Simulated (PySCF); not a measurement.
B(OH)(NH2)(NMe2) (C2H9BN2O), SMILES CN(C)B(N)O.

Geometry: ωB97X-D3(BJ)/def2-SVP. Other conformers were not sampled.

Computed with TDA-PBE0/def2-SVPD (PySCF 2.14.0).

Vertical excitations. 

Task: List the lowest excited states. (The exact figures need the calculation; the answer reports its results.)

Result: 
| state | energy (eV) | λ (nm) | f | main pairs |
|---|---|---|---|---|
| S1 | 5.38 | 231 | 0.015 | HOMO→LUMO 99 % |
| S2 | 6.31 | 197 | 0.004 | HOMO→LUMO+1 92 % |
| S3 | 6.50 | 191 | 0.014 | HOMO→LUMO+2 89 % |
| S4 | 6.74 | 184 | 0.008 | HOMO−1→LUMO 81 % |
| S5 | 7.20 | 172 | 0.027 | HOMO→LUMO+3 76 %, HOMO→LUMO+4 20 % |
| S6 | 7.33 | 169 | 0.050 | HOMO→LUMO+4 71 %, HOMO→LUMO+3 20 % |
| S7 | 7.53 | 165 | 0.125 | HOMO→LUMO+5 66 %, HOMO−1→LUMO+1 23 % |
| S8 | 7.65 | 162 | 0.028 | HOMO−1→LUMO+1 63 %, HOMO→LUMO+5 26 % |
| S9 | 7.82 | 159 | 0.029 | HOMO→LUMO+6 65 %, HOMO−1→LUMO+2 25 % |
| S10 | 8.03 | 154 | 0.003 | HOMO−1→LUMO+2 63 %, HOMO→LUMO+6 28 % |
| T1 | 5.28 | 235 | 0 | HOMO→LUMO 97 % |
| T2 | 6.15 | 202 | 0 | HOMO→LUMO+1 71 %, HOMO−1→LUMO 19 % |
| T3 | 6.36 | 195 | 0 | HOMO→LUMO+2 77 %, HOMO→LUMO+1 14 % |
| T4 | 6.60 | 188 | 0 | HOMO−1→LUMO 55 %, HOMO→LUMO+3 12 %, HOMO→LUMO+1 10 %, HOMO→LUMO+2 10 % |
Triplets are in the Tamm–Dancoff approximation.
